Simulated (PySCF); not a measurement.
CH3ClSSe, SMILES CS[Se]Cl. Geometry optimised at B3LYP-D3(BJ)/def2-SVP. The structure was generated by enumeration, and PubChem lists no compound with its InChIKey, so it may never have been made. The values are those of a single conformer.

Question: Give the equilibrium geometry at B3LYP-D3(BJ)/def2-SVP (PySCF confirms it by a frequency run) as bond lengths and angles. (The exact figures need the calculation; the answer reports its results.)

Answer: This is not unique; one that fits is 
Atoms: Se1 Cl2 S3 C4 H5 H6 H7. Bonds (Å): Se1–Cl2 2.249, Se1–S3 2.172, S3–C4 1.831, C4–H5 1.098, C4–H6 1.101, C4–H7 1.098. Angles (°): Cl2–Se1–S3 103.7, Se1–S3–C4 103.1, S3–C4–H5 111.0, S3–C4–H6 106.2, S3–C4–H7 109.5, H5–C4–H6 109.9, H5–C4–H7 110.6, H6–C4–H7 109.5.
